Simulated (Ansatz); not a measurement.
`CN(C)C=O` + `CO[SiH](S)Cl` → `CO[SiH](Cl)SC` + `CNC=O`  (substitution at a C–N bond)

Program: Ansatz. Geometries: PBE0-D4/def2-TZVP. ΔE: electronic, gas phase. CBS: MP2 limit from def2 TZ/QZ plus the TZ coupled-cluster correction, frozen cores. DFT in def2-TZVPP. One conformer a species, not always the lowest.

```tsv
level	ΔE (eV)
r2SCAN-D4	-0.07
r2SCAN	-0.07
```

Task: What does CCSD(T)/CBS give? (Best estimate.)

Result: The calculation gave: -0.08 eV. The listed levels differ from it by 0.01, 0.01 eV.

Largest T1 diagnostic among the species: 0.015.
